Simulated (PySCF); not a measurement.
SMILES C[Si](C)(C)CN (C4H13NSi), GFN2-xTB optimised geometry.

```
19

C      1.61    -0.68     0.00
Si    -0.30    -0.68     0.00
C     -0.93     1.12     0.00
C     -0.96    -1.60    -1.53
C     -0.93    -1.56     1.60
N     -0.49    -0.96     2.86
H      2.00    -0.24    -0.91
H      2.00    -1.69     0.07
H      2.01    -0.11     0.83
H     -0.52     1.69     0.83
H     -2.01     1.17     0.07
H     -0.64     1.64    -0.91
H     -0.61    -2.63    -1.56
H     -0.62    -1.12    -2.45
H     -2.04    -1.62    -1.55
H     -0.60    -2.61     1.62
H     -2.02    -1.59     1.62
H     -0.81     0.00     2.91
H      0.52    -0.95     2.90
```

Density from B3LYP/def2-SVP in PySCF at that geometry.

Minimum of the electron density along straight lines between bonded atoms, close to the bond critical point (lines longer than 1.1 times the sum of covalent radii, or with two minima, are not listed):

```csv
bond,length / Å,ρ at the minimum / e bohr⁻³,∇²ρ there / e bohr⁻⁵,position (fraction from the first atom)
C1–Si2,1.910,0.109,0.31,0.62
Si2–C3,1.910,0.109,0.31,0.38
Si2–C4,1.904,0.110,0.33,0.38
Si2–C5,1.930,0.111,0.28,0.38
C5–N6,1.465,0.262,(withheld),0.40
C1–H7,1.086,0.272,-0.97,0.62
C1–H8,1.086,0.272,-0.97,0.62
C1–H9,1.087,0.271,-0.96,0.62
C3–H10,1.087,0.271,-0.96,0.62
C3–H11,1.086,0.272,-0.97,0.62
C3–H12,1.086,0.272,-0.97,0.62
C4–H13,1.085,0.272,-0.97,0.62
C4–H14,1.086,0.272,-0.97,0.62
C4–H15,1.085,0.272,-0.97,0.62
C5–H16,1.093,0.275,-0.99,0.62
C5–H17,1.093,0.275,-0.99,0.62
N6–H18,1.015,0.335,-1.53,0.76
N6–H19,1.015,0.335,-1.53,0.76
```

### Question
Fill in the missing entries.

### Answer

- C5–N6, ∇²ρ there / e bohr⁻⁵: -0.70
